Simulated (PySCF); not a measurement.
# Where the electron goes

Species: C2H7NOSi.
Atom-mapped SMILES: `[CH3:1][O:2]/[CH:3]=[N:4]/[SiH3:5]` (hydrogens: H6, H7, H8 on C1; H9 on C3; H10, H11, H12 on Si5)

Cartesian coordinates in Å at the PBE0-D3(BJ)/def2-SVP level; atoms count from 1:
```xyz
12
C2H7NOSi angstrom
C      2.0280   -0.2544    1.2471
O      1.2222   -1.3144    0.7651
C      0.1725   -0.9703    0.0276
N     -0.1355    0.2198   -0.2559
Si    -1.4995    0.7204   -1.2075
H      2.8337   -0.7202    1.8267
H      1.4404    0.4263    1.8811
H      2.4423    0.3317    0.4131
H     -0.3680   -1.8863   -0.2799
H     -2.3762    1.6048   -0.3847
H     -2.3156   -0.4444   -1.6954
H     -1.0190    1.4944   -2.3896
```

Method used: TDDFT CAM-B3LYP/def2-SVPD, vertical, gas phase, core orbitals frozen in the response (PySCF).

Frontier orbitals with the atoms that hold most of them (Löwdin shares over 4%, at most four atoms; ? is withheld):

| orbital | ε (eV) | atoms |
| --- | --- | --- |
| LUMO+2 | 1.65 | Si5 50%, H11 12%, H12 12%, H10 12% |
| LUMO+1 | 1.22 | Si5 30%, C1 15%, C3 15%, H11 5% |
| LUMO | 1.08 | ? |
| HOMO | -9.02 | N4 58%, C3 11%, Si5 11%, H11 8% |
| HOMO-1 | -9.37 | ? |
| HOMO-2 | -11.16 | Si5 37%, H11 22%, H12 11%, H10 11% |
| HOMO-3 | -11.19 | Si5 29%, H10 17%, H12 17%, O2 14% |

Question: Give the leading atoms of the LUMO.

Answer: C3 (bonded to N, O and H) 36%; N4 (bonded to C and Si) 28%; O2 (bonded to 2 C) 16%; H9 (bonded to C) 8%.

Question: Give the leading atoms of the HOMO-1.

Answer: N4 (bonded to C and Si) 31%; O2 (bonded to 2 C) 28%; C3 (bonded to N, O and H) 12%; Si5 (bonded to N and 3 H) 10%.

Question: The HOMO–LUMO gap is 10.11 eV. Where does the response calculation put the lowest singlet, and from which orbitals?

Answer: S1 is at 5.52 eV (f = 0.0000), 4.59 eV below the gap, made of HOMO→LUMO (96%). 

Question: Give energy, strength and leading configuration of S1, S2, S3 and S4, and follow the Löwdin shares of the leading atoms from the occupied to the empty orbital.

Answer: 
- S1 (5.52 eV, f 0.0000), HOMO→LUMO (96%): N4 58% → 28%, C3 11% → 36%
- S2 (7.05 eV, f 0.0035), HOMO→LUMO+1 (71%): N4 58% → at most 6%, C3 11% → 15%, Si5 11% → 30%, C1 at most 8% → 15%
- S3 (7.33 eV, f 0.407), HOMO-1→LUMO (78%): N4 31% → 28%, O2 28% → 16%, C3 12% → 36%
- S4 (7.52 eV, f 0.0005), HOMO-1→LUMO+1 (85%): N4 31% → at most 6%, O2 28% → at most 6%, Si5 10% → 30%, C1 at most 10% → 15%

The run took 58 s of wall time on an Arm Neoverse V1 with one thread, on a shared host.

One conformer stands for the species.
